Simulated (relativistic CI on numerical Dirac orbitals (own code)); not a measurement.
La³⁺: M4,5 absorption edge

Computed with this model: Dirac-Coulomb-Breit CI, KLI orbitals optimised for each configuration, model QED (radiative potential, 1s self-energy scaled to tabulated hydrogen-like ionisation energies), valence Slater integrals scaled by 0.8, multiplet model of core-to-valence dipole absorption; configurations [Kr] 4d10 5s2 5p6 → [Ar] 3d9 4s2 4p6 4d10 4f 5s2 5p6; 10 K; Lorentzian 0.6 eV and Gaussian 0.4 eV FWHM. Energies are those of the free ion, without screening or charge transfer. The branching ratio is the share of the lower-energy edge in the whole absorption, uncertain by about 0.02 where the edges overlap. S is read from ⟨S²⟩ = S(S + 1).

free ion: ground-state S = 0.00, centroid 846.46 eV, branching ratio 0.418. Peaks (eV, height): 836.9 (71), 853.3 (100).

The statistical ratio of this edge is 3/5 = 0.600. Values above it arise where the holes sit mainly in the j = l + 1/2 valence subshell or the ground state has high spin; values below it where core-valence Coulomb terms move weight to the upper edge, as in nearly empty shells.

Strongest unbroadened transitions for free ion:

| Energy (eV) | Relative strength |
| --- | --- |
| 832.80 | 0.6 |
| 836.94 | 71.1 |
| 853.31 | 100.0 |
